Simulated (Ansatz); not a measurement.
`C[SiH2][GaH][Cl]` + `O[SiH3]` → `C[SiH2]O[SiH3]` + `[Cl][GaH2]` at 600 K and 1 bar (cleavage of the Si–Ga bond).

Calculated with Ansatz (gas phase, PBE0-D4/def2-TZVP geometries, no zero-point term in ΔE). CCSD(T)/CBS adds triple-zeta CCSD(T) − MP2 to the extrapolated MP2 energy (def2 sets, frozen cores). This one scheme is used for every species. For Ga outer-core shells are correlated without core-valence functions, which leaves a few kJ/mol of doubt a bond. Scalar relativity is left out up to krypton. One conformer a species, not always the lowest.

```csv
species,CCSD(T)/CBS energy (Eh),H − E (kJ/mol),S (J/(mol·K))
`C[SiH2][GaH][Cl]`,-2714.51932,226.9,476.6
`O[SiH3]`,-366.69042,135.7,307.9
`C[SiH2]O[SiH3]`,-696.28988,286.8,472.5
`[Cl][GaH2]`,-2384.95520,67.6,305.5
```

H − E and S are ideal-gas, rigid-rotor, harmonic terms from PBE0-D4/def2-TZVP, for one conformer and one mirror image of each species. 1 Eh = 2625.50 kJ/mol, R = 8.31446 J/(mol·K).

**Question.** By hand: ΔE, ΔH, ΔS and ΔG.

**Answer.** ΔE = (-696.28988) + (-2384.95520) − (-2714.51932) − (-366.69042) = -0.03534 Eh = -92.8 kJ/mol. Δ(H − E) = 286.8 + 67.6 − 226.9 − 135.7 = -8.2, so ΔH = -101.0 kJ/mol. ΔS = 472.5 + 305.5 − 476.6 − 307.9 = -6.5 J/(mol·K). ΔG = -101.0 − 600 × (-6.5)/1000 = -97.1 kJ/mol.

**Question.** By hand: the equilibrium constant, and the temperature at which ΔG would vanish if ΔH and ΔS stayed fixed.

**Answer.** log₁₀ K = −ΔG/(RT ln 10) = 8.5. ΔG = 0 at ΔH/ΔS = 15538 K, far beyond where these terms or the molecules hold.

The number of gas molecules stays the same, so ΔS is small and ΔH decides. A doubt of 5 kJ/mol in ΔE shifts log₁₀ K by 0.4 here. Other conformers and mirror images would add mixing entropy, several J/(mol·K) or more a flexible species. Modes under 60 cm⁻¹, often nearly free rotors, make the harmonic entropy too high. These are equilibria of isolated gas molecules and say nothing of rates. Largest T1 diagnostic: 0.012 (customary marks: 0.02 for closed shells, 0.045 for open ones).
